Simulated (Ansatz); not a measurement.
C₃H₉BO (`CBCCO`). Charge 0, multiplicity 1.

Z-matrix (Å, degrees):
```
C
B 1 1.558
H 1 1.102 2 105.9
H 1 1.091 2 116.3 3 -118.9
H 1 1.094 2 112.5 3 113.7
C 2 1.563 1 125.4 3 103.4
H 2 1.204 1 117.9 3 -73.7
C 6 1.514 2 118.4 1 4.6
H 6 1.102 2 107.2 1 130.3
H 6 1.101 2 106.7 1 -119.4
O 8 1.414 6 113.6 2 -174.1
H 8 1.093 6 110.3 2 -56.1
H 8 1.100 6 110.0 2 61.4
H 11 0.961 8 108.1 6 -55.0
```

Q: List the harmonic frequencies (cm⁻¹, unscaled) at PBE0-D4/def2-TZVP in Ansatz. (An estimate is asked.)

A: Ansatz gave: 61, 77, 158, 159, 272, 367, 512, 546, 605, 778, 854, 856, 1014, 1043, 1061, 1096, 1155, 1221, 1263, 1306, 1320, 1369, 1405, 1430, 1436, 1465, 1505, 2567, 2994, 2996, 3011, 3025, 3088, 3092, 3136, 3858.

Q: Is this a minimum?

A: Yes, all 36 modes are real.

Q: Give the ideal-gas thermochemistry at 298.15 K and 1 bar (rigid rotor, harmonic oscillator; point group C1, symmetry number 1).

A: Zero-point energy 311.6 kJ/mol; H(298) − E = 333.8 kJ/mol; entropy 350.6 J/(mol·K), of which translation 162.2, rotation 109.1, vibration 79.3; G(298) − E = 229.3 kJ/mol. Modes under 100 cm⁻¹ are hindered rotations or soft bends, so the harmonic entropy is rough.
